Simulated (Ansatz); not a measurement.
Process, species as SMILES: O=[P] (O-P) → O atom + P atom
B3LYP-D3(BJ)/def2-TZVP geometries, fixed; electronic energies without zero-point terms.
Largest species:
```xyz
2

P      0.0000     0.0000    -0.5147
O      0.0000     0.0000     0.9651
```
Charge 0, spin multiplicity 2.

The atomisation energy at MP2 with Ansatz (a program for electronic structure), in kcal/mol, split into its Hartree-Fock and correlation parts. Cores are frozen. Open shells are unrestricted. No added dispersion term, no relativity. Functions are those of the species that has most.

```
basis            X  functions  Hartree-Fock     MP2
---------------  -  ---------  ------------  ------
aug-cc-pV(D+d)Z  2         55         52.42  129.65
aug-cc-pV(T+d)Z  3        101         61.23  144.55
aug-cc-pV(Q+d)Z  4        169         61.95  148.95
```

Worked estimate of the basis-set limit from each neighbouring pair, with Hartree-Fock from the larger set and the correlation part extrapolated as X^-3.
Correlation parts: X = 2: 77.23, X = 3: 83.32, X = 4: 87.00.
- (2,3): (27·(83.32) - 8·(77.23))/19 = 85.88; with Hartree-Fock 61.23 the estimate is 147.11 kcal/mol.
- (3,4): (64·(87.00) - 27·(83.32))/37 = 89.69; with Hartree-Fock 61.95 the estimate is 151.64 kcal/mol.
The last two estimates differ by 4.52 kcal/mol; the largest set lies 2.69 from the last. Over the last step Hartree-Fock moves by 0.72 and the correlation part by 3.68.
